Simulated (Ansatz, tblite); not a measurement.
Forces on the cluster Sn5Cl4⁺ at its PBE-D4/def2-SVP geometry. The state is a doublet with charge 1.

In the def2 sets Sn takes a core potential; there is no spin–orbit coupling. The xTB rows come from tblite. The structure comes from a short search, and lower isomers may exist.

GFN1-xTB (tblite), largest force 1.44 eV/Å:

```xyz
9
positions Å, forces eV/Å
Sn    2.352   -2.848    0.362   -0.771    0.442    0.150
Sn   -0.238   -0.318    1.832   -0.103   -0.017   -1.436
Sn    1.138    2.673   -1.361   -0.691   -0.819    0.634
Sn    1.535   -0.261   -0.692   -0.843    0.152    0.191
Sn   -1.449   -0.508   -1.442    0.312    0.820    0.794
Cl   -2.665   -0.130    0.813    0.966   -0.129   -0.220
Cl   -1.361    2.064   -1.968    0.762   -0.460    0.317
Cl    0.707    2.406    1.147   -0.224   -0.821   -0.433
Cl   -0.020   -3.079    1.308    0.592    0.832    0.003
```

GFN2-xTB (tblite), largest force 0.94 eV/Å:

```
Sn -0.711 -0.028 0.195
Sn -0.493 0.213 0.061
Sn -0.511 0.195 0.628
Sn 0.120 -0.396 -0.202
Sn -0.554 0.496 -0.152
Cl 0.920 -0.124 -0.175
Cl 0.522 -0.367 0.182
Cl -0.064 -0.158 -0.539
Cl 0.772 0.169 0.001
```

PBE-D4/def2-SVP (Ansatz), largest force 0.02 eV/Å:

```
Sn 0.004 -0.021 -0.005
Sn -0.004 0.011 -0.007
Sn -0.009 -0.004 0.000
Sn 0.003 -0.001 0.010
Sn 0.011 0.007 0.013
Cl 0.006 -0.002 0.000
Cl -0.003 -0.005 -0.003
Cl -0.007 -0.008 0.002
Cl -0.001 0.022 -0.011
```
